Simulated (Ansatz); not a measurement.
Program: Ansatz. Geometries: PBE0-D4/def2-TZVP. ΔE: electronic, gas phase. CCSD(T)/CBS adds triple-zeta CCSD(T) − MP2 to the extrapolated MP2 energy (def2 sets, frozen cores). This one scheme is used for every species. DFT in def2-TZVPP. B3LYP here is the variant with VWN-RPA as its local correlation; programs differ in this. One conformer a species, not always the lowest.

Reaction (hydrogenolysis of the Si–C bond): `C[SiH](N)CN` + H₂ → `NC[SiH2]N` + CH₄

| level | ΔE (kcal/mol) |
| --- | --- |
| B3LYP-D4 | -5.6 |
| PBE | -6.0 |
| HF/def2-QZVPP | -11.0 |
| CCSD/CBS(def2) | -5.9 |

Task: What does CCSD(T)/CBS give? (Best estimate.)

Result: Ansatz gave: -4.9 kcal/mol. The listed levels differ from it by -0.7, -1.1, -6.1, -1.0 kcal/mol.

Largest T1 diagnostic among the species: 0.009.

The D4 term adds +2.5 kcal/mol with B3LYP and +1.4 kcal/mol with PBE0; it sums over pairs of atoms, weighted by their polarisabilities, and B3LYP, whose exchange is more repulsive, gets the larger term. In def2-TZVPP, CCSD(T) changes the Hartree–Fock value by +5.6 kcal/mol (the triples alone add +1.0 kcal/mol) and MP2 by +6.8 kcal/mol.
